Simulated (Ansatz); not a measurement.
Start from `O[SiH]1C[Te]1` and change one atom or group to get `Cl[SiH]1C[Te]1`.

Ansatz, PBE0-D4/def2-TZVP geometries, multiplicity 1. Each molecule was computed in one conformer, which needn't be the lowest.

Elements past krypton have def2 core potentials.

| property | `O[SiH]1C[Te]1` |
| --- | --- |
| LUMO energy (B3LYP/def2-TZVPP) / eV | -1.33 |
| LUMO energy (PBE/def2-TZVPP) / eV | -1.93 |
| HOMO energy (ωB97M-V/def2-TZVPP) / eV | -8.30 |
| size of the dipole moment (B3LYP/def2-TZVPP) / D | 1.21 |
| HOMO–LUMO gap (B3LYP/def2-TZVPP) / eV | 4.68 |
| HOMO–LUMO gap (PBE/def2-TZVPP) / eV | 3.30 |

(1) Give the same properties after the change, and the shifts. (Estimate.)

Answers

(1) Ansatz gave: 
```json
{"property": "LUMO energy (B3LYP/def2-TZVPP) / eV", "`Cl[SiH]1C[Te]1`": "-1.62", "shift": "-0.29"}
{"property": "LUMO energy (PBE/def2-TZVPP) / eV", "`Cl[SiH]1C[Te]1`": "-2.22", "shift": "-0.29"}
{"property": "HOMO energy (ωB97M-V/def2-TZVPP) / eV", "`Cl[SiH]1C[Te]1`": "-8.46", "shift": "-0.16"}
{"property": "size of the dipole moment (B3LYP/def2-TZVPP) / D", "`Cl[SiH]1C[Te]1`": "1.24", "shift": "0.03"}
{"property": "HOMO–LUMO gap (B3LYP/def2-TZVPP) / eV", "`Cl[SiH]1C[Te]1`": "4.55", "shift": "-0.13"}
{"property": "HOMO–LUMO gap (PBE/def2-TZVPP) / eV", "`Cl[SiH]1C[Te]1`": "3.17", "shift": "-0.13"}
```

With PBE0 the HOMO falls by 0.17 eV and the LUMO falls by 0.31 eV, so the gap narrows by about 0.14 eV. PBE moves the HOMO by -0.16 eV and ωB97M-V by -0.16 eV. Dipoles are sizes alone; their direction can turn.

B3LYP here is the variant with VWN-RPA as its local correlation; programs differ in this.

Spin–orbit coupling is left out; it splits and shifts lone-pair levels of the heavy atoms by tenths of an eV.
